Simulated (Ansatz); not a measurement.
C2HNO, SMILES `[C-]#[N+][C]O` (lower singlet) (charge 0, multiplicity 1). This singlet lies 1.18 eV below the relaxed triplet at the level B3LYP/cc-pVTZ // PBE0-D3(BJ)/def2-TZVP (Ansatz, a quantum-chemistry and plane-wave program).

Cartesian coordinates (Å):
```xyz
5

C      1.9676     0.1771    -0.1252
N      0.8312    -0.1267    -0.0305
C     -0.3736    -0.7217     0.2505
O     -1.3513    -0.0606    -0.2833
H     -1.0738     0.7320    -0.7846
```
Charge 0, spin multiplicity 1.

Frozen-core energies in 6-31g from Ansatz at a geometry from PBE0-D3(BJ)/def2-TZVP; the HF reference has <S^2> = 0.00 (restricted, and unstable towards unrestricted orbitals) and the T1 diagnostic is 0.023.

```csv
level,energy (Ha)
HF,-205.40098
MP2,-205.77494
CCSD,-205.79255
CCSD(T),-205.80818
```

Task: Estimate the energies of CCSDT and CCSDT(Q), and give each level's difference from CCSDT(Q).

Result: 
```json
[
 {"level": "MP2", "energy (Ha)": "-205.77494", "difference from CCSDT(Q) (mHa)": "35.57"},
 {"level": "CCSD", "energy (Ha)": "-205.79255", "difference from CCSDT(Q) (mHa)": "17.96"},
 {"level": "CCSD(T)", "energy (Ha)": "-205.80818", "difference from CCSDT(Q) (mHa)": "2.33"},
 {"level": "CCSDT", "energy (Ha)": "-205.80910", "difference from CCSDT(Q) (mHa)": "1.41"},
 {"level": "CCSDT(Q)", "energy (Ha)": "-205.81051", "difference from CCSDT(Q) (mHa)": "0.00"}
]
```
